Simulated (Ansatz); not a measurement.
Molecule: YCl2 (charge +1, singlet). The spin state was set by rule; other spins were not relaxed. 
Geometry from a B3LYP-D3(BJ)/def2-TZVP (Ansatz, a program for electronic structure) optimisation:
```
Y
Cl 1 2.3557
Cl 1 2.3557 2 111.74
```
Charge +1, spin multiplicity 1.

Total electronic energies in hartree. Correlated levels leave the core frozen unless marked. No spin-orbit coupling. Frozen are the shells of the preceding noble gas and the d and f shells that filled before the atom's block. In def2 rows, elements after Kr have scalar-relativistic effective core potentials. Basis-set limits of correlation are two-point, X^-3; Hartree-Fock from the larger set. The bracket is a focal-point correction in the basis named.

| level | program | energy (Eh) |
|---|---|---|
| PBE-D4/def2-TZVPD | Ansatz + dftd4 | -958.28396 |
| revPBE-D3(BJ)/def2-TZVPD | Ansatz + dftd3 | -958.52372 |
| r2SCAN-D3(BJ)/def2-TZVPD | Ansatz + dftd3 | -958.61167 |
| BHLYP-D3(BJ)/def2-TZVPD | Ansatz + dftd3 | -958.58824 |
| HSE06-D3(BJ)/def2-TZVPD | Ansatz + dftd3 | -958.32571 |
| SCS-MP2/def2-QZVPPD | Ansatz | -957.33856 |
| CCSD/CBS(def2-TZVPP,def2-QZVPP) | Ansatz | -957.3986 |
| RI-MP2/CBS(def2-TZVPP,def2-QZVPP)+[CCSD(T)-MP2]/def2-TZVPP | Ansatz | -957.4234 |
| CCSD(T)/CBS(def2-TZVPPD,def2-QZVPPD) | Ansatz | -957.4248 |

Totals of different functionals don't rank their quality; only differences between species are comparable.
